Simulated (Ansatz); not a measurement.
Harmonic frequencies (cm⁻¹) at PBE0-D4/def2-TZVP from Ansatz: 35, 92, 128, 175, 199, 297, 302, 320, 446, 494, 616, 675, 722, 830, 887, 909, 931, 953, 959, 1281, 1451, 1452, 2222, 2228, 3058, 3145, 3147.

Each molecule was computed in one conformer, which needn't be the lowest.

Question: Which molecule is it?
A. `[SiH3][SiH2][SiH3]`
B. `C[SiH2][Si](F)(F)F`
C. `C[SiH2]C(F)(F)F`
D. `F[SiH2]C[SiH](F)F`

Answer: B.
